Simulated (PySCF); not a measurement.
## How methods differ on the excitation energy of Rh⁺

Rh⁺ [Kr] 4d8 (3F) → Rh⁺ [Kr] 4d7 5s1 (5F), as a difference of total energies. All numbers are calculated (PySCF 2.14, scalar relativity by spin-free X2C-1e, in aug-cc-pwCVTZ-DK (11s10p8d4f3g, 136 functions)). Correlated levels: valence: [Kr] frozen; valence and next inner shell: [Ar] 3d10 frozen. The calculations carry no spin-orbit coupling.

```csv
method,excitation energy (eV)
UHF,1.317
LDA,2.134
PBE,2.064
PBE0,2.065
r2SCAN,1.941
MN15,2.453
BLYP,2.085
MP2 (valence),2.196
SCS-MP2 (valence),2.523
MP2 (valence and next inner shell),2.081
```

Problem. Estimate what BP86 gives.

Solution. 2.078 eV, closest to MP2 (valence and next inner shell) among the rows shown.

Problem. Estimate what SCS-MP2 (valence and next inner shell) gives.

Solution. 2.272 eV, closest to MP2 (valence) among the rows shown.

For comparison: 2.126 eV (measured; NIST levels, between the centres of gravity of the two terms).
